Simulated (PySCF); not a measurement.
C₃H₅N₃. Atoms are numbered in the order given.

```xyz
11

N     -0.1319     2.0735     0.0000
C     -0.0187     0.7957     0.0000
N     -1.0910    -0.0897     0.0000
C     -0.6593    -1.4130     0.0000
C      0.6946    -1.3970     0.0000
N      1.0892    -0.0550     0.0000
H      0.7810     2.5289     0.0000
H     -2.0447     0.2416     0.0000
H     -1.3495    -2.2510     0.0000
H      1.4083    -2.2150     0.0000
H      2.0411     0.2803     0.0000
```

Geometry: B3LYP-D3(BJ)/def2-SVP.

Method: CAM-B3LYP/def2-TZVP in PySCF.

Atomic charges (e):

```json
[
 {"atom": "N1", "Mulliken": "-0.39", "meta-Löwdin": "-0.59", "Löwdin": "-0.17"},
 {"atom": "C2", "Mulliken": "0.15", "meta-Löwdin": "0.31", "Löwdin": "-0.43"},
 {"atom": "N3", "Mulliken": "-0.25", "meta-Löwdin": "-0.25", "Löwdin": "0.16"},
 {"atom": "C4", "Mulliken": "-0.08", "meta-Löwdin": "-0.09", "Löwdin": "-0.24"},
 {"atom": "C5", "Mulliken": "-0.09", "meta-Löwdin": "-0.10", "Löwdin": "-0.25"},
 {"atom": "N6", "Mulliken": "-0.28", "meta-Löwdin": "-0.26", "Löwdin": "0.14"},
 {"atom": "H7", "Mulliken": "0.18", "meta-Löwdin": "0.20", "Löwdin": "0.15"},
 {"atom": "H8", "Mulliken": "0.23", "meta-Löwdin": "0.26", "Löwdin": "0.19"},
 {"atom": "H9", "Mulliken": "0.15", "meta-Löwdin": "0.14", "Löwdin": "0.14"},
 {"atom": "H10", "Mulliken": "0.15", "meta-Löwdin": "0.14", "Löwdin": "0.14"},
 {"atom": "H11", "Mulliken": "0.22", "meta-Löwdin": "0.25", "Löwdin": "0.18"}
]
```

Q: Give the Mayer and Wiberg (Löwdin basis) orders of the bonds. (The exact figures need the calculation; the answer reports its results.)

A: 
```
bond    Mayer  Wiberg
------  -----  ------
N1–C2    2.07    2.31
C2–N3    1.14    1.40
N3–C4    1.08    1.41
C4–C5    1.81    1.92
C2–N6    1.13    1.40
C5–N6    1.06    1.39
N1–H7    0.92    0.93
N3–H8    0.92    0.87
C4–H9    0.96    0.87
C5–H10   0.95    0.87
N6–H11   0.93    0.88
```
